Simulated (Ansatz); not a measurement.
Frontier orbitals of CH$_{4}$F$_{2}$Si (`FC(F)[SiH3]`).

```
atom   x (Å)   y (Å)   z (Å)
  F1  -0.713  -1.721  -0.409
  C2   0.155  -0.909   0.264
  F3   1.420  -1.269  -0.105
 Si4  -0.169   0.927  -0.193
  H5   0.052  -1.138   1.332
  H6  -1.554   1.265   0.216
  H7   0.006   1.081  -1.656
  H8   0.803   1.765   0.551
```

The species carries charge 0 and has multiplicity 1. All single points use the PBE0-D4/def2-TZVP geometry. Basis def2-TZVPP, Ansatz.

Orbital energies of one run (eV). Highest occupied ones, from the top: -7.11, -8.72, -8.81, -9.45, -9.55, -9.94, -11.58, -13.29, -13.30, -14.01, -17.25, -29.89, -31.37, -94.38. Empty: -0.42, 0.01, 0.06, 0.95, 1.27, 1.53.

**Question.** Which functional gave them?
A. HSE06 (plane-wave form)
B. B3LYP
C. r2SCAN
D. revPBE

**Answer.** D. HOMO energies: revPBE -7.11, r2SCAN -7.50, HSE06 -8.33, B3LYP -8.54 eV.

B3LYP here is the variant with VWN-RPA as its local correlation; programs differ in this.
